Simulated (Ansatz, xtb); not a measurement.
Relative energy of two structures of ClH3Si3+

We compare I, the doublet with the links of `Cl[SiH]1[SiH][SiH+]1`, with II, a doublet given by its coordinates. Both are isolated ions in the gas phase, relaxed with PBE0-D3(BJ)/def2-SVP.

I (Å):

```xyz
7

Cl   -0.4846   -1.2006   -2.7004
Si   -0.7167   -0.8217   -0.7256
Si   -2.8060   -0.8921    0.3397
Si   -1.3170   -2.4818    0.8199
H     0.2150    0.2102   -0.1985
H    -4.2558   -0.5409    0.3804
H    -1.1519   -3.8545    1.3815
```

II (Å):

```yaml
atoms:
  - { symbol: Cl, position_ang: [0.9835, -2.7342, -0.8755] }
  - { symbol: Si, position_ang: [-2.5092, -0.2826, -0.1358] }
  - { symbol: Si, position_ang: [-0.7719, -0.3098, 1.3468] }
  - { symbol: Si, position_ang: [-0.6558, -2.2852, 0.1994] }
  - { symbol: H, position_ang: [-2.7204, 0.8601, -1.0648] }
  - { symbol: H, position_ang: [-3.6337, -1.2634, -0.1146] }
  - { symbol: H, position_ang: [-1.5994, -3.4315, 0.3035] }
```

Close contacts (Å): Cl1–Si4 2.01, Si2–Si3 2.28, Si2–Si4 2.75, Si3–Si4 2.29, Si2–H5 1.49, Si2–H6 1.49, Si4–H7 1.49.

Energies in hartree; the thermal terms are from PBE0-D3(BJ)/def2-SVP harmonic frequencies (ideal gas, rigid rotor, one conformer each, 298.15 K, 1 atm) and include the zero-point energy:

```
                               I            II
E, CCSD(T)/def2-SVP  −1327.760150  −1327.770532
  zero-point energy      0.026585      0.027376
       H(298 K) − E      0.034581      0.035227
       G(298 K) − E     −0.005967     −0.005237
```

Work out ΔE, ΔE₀, ΔH and ΔG for I → II in kJ/mol (1 Eh = 2625.50 kJ/mol) and the equilibrium ratio [II]/[I].

1. ΔE = −1327.770532 − (−1327.760150) = −0.010382 Eh = −27.26 kJ/mol.
2. ΔE₀ = ΔE + ΔZPE = −0.010382 + (+0.000791) Eh = −25.18 kJ/mol.
3. ΔH = ΔE + (+0.000646) Eh = −25.56 kJ/mol.
4. ΔG = ΔE + (+0.000730) Eh = −25.34 kJ/mol, so ΔS = (ΔH − ΔG)/T = −0.7 J/(mol K).
5. kT = 0.9442 mEh, so K = [II]/[I] = exp(−ΔG/kT) = exp(+10.22) ≈ 2.8 × 10^4.

Structure II is favoured at this temperature. An error of 4 kJ/mol in ΔG would change K by a factor of 5. Mirror images and further conformers aren't counted.

Other levels gave ΔE = −14.9 (PBE0-D3(BJ)/def2-SVP); −17.1 (HF/def2-SVP); −9.5 (MP2/def2-SVP) kJ/mol. Open shells are spin-unrestricted, with notable spin contamination. The correlated steps freeze 20 core orbitals. Programs: Ansatz 0.2.0.
